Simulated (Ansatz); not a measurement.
`N[Si](F)(F)[SiH3]` + `F[SiH](F)S` → `F[SiH](F)S[SiH3]` + `N[SiH](F)F`  (cleavage of the Si–Si bond)

Computed with Ansatz on PBE0-D4/def2-TZVP structures; ΔE is electronic, products minus reactants. CCSD(T)/CBS is the MP2 limit (def2-TZVPP, def2-QZVPP) plus CCSD(T) − MP2 in def2-TZVPP, frozen cores. This one scheme is used for every species. One conformer a species, not always the lowest.

```tsv
species	HF/def2-TZVPP energy (Eh)
`N[Si](F)(F)[SiH3]`	-834.42156
`F[SiH](F)S`	-886.79670
`F[SiH](F)S[SiH3]`	-1176.92860
`N[SiH](F)F`	-544.32048
```

Work out ΔE.

ΔE = (-1176.92860) + (-544.32048) − (-834.42156) − (-886.79670) = -0.03082 Eh = -19.3 kcal/mol. CCSD(T)/CBS gives -17.9 kcal/mol.

Largest T1 diagnostic among the species: 0.012.

From PBE to PBE0 (25 % exact exchange), in def2-TZVPP and without D4, ΔE moves by −1.6 kcal/mol.
